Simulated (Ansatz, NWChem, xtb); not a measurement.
# Ligand exchange: SnH3F + InH2(NH2) → SnH3(NH2) + InH2F

Species: SnH3F `[F][SnH3]`, singlet; InH2(NH2), singlet; SnH3(NH2), singlet; InH2F `[F][InH2]`, singlet. The partners trade F for NH2: Sn–F and In–NH2 bonds give way to Sn–NH2 and In–F.

Shapes, held fixed at every level: PBE0-D4/def2-TZVP. Programs: Ansatz 0.2.0, NWChem 7.3.0, xtb 6.7.1. The zero-point and thermal change to 298 K, harmonic and unscaled (PBE0-D4/def2-TZVP), is +0.3 kJ/mol.

```tsv
level	kind	ΔH(298 K) (kJ/mol)	less CCSD(T)/def2-TZVPP
GFN1-xTB	semi-empirical	-73.7	-81.3
HF/def2-SVP	Hartree–Fock	+6.8	-0.8
SPW92/def2-TZVPP	LDA	+12.5	+4.9
PBE-D4/def2-TZVPP	GGA	+6.9	-0.7
PBE0/def2-SVP	global hybrid	+7.3	-0.3
BHLYP-D4/def2-TZVPP	global hybrid	+8.8	+1.2
MP2/def2-SVP	perturbation theory	+8.0	+0.4
MP2/def2-TZVPP	perturbation theory	+8.2	+0.6
CCSD(T)/def2-TZVPP	coupled cluster or CI	+7.6	0.0
```

The highest level, CCSD(T)/def2-TZVPP, gives ΔH(298 K) = +7.6 kJ/mol; the levels span -73.7 to +12.5. They disagree on the sign: 8 of 9 are positive. GFN1-xTB strays far from the other rows. The column of differences is taken from that level and isn't an error. No measured value is set beside it here. For atoms past krypton def2 sets carry core potentials with scalar relativity. Outer-core shells of In, Sn are correlated in most correlated rows, in sets that cover them unevenly.
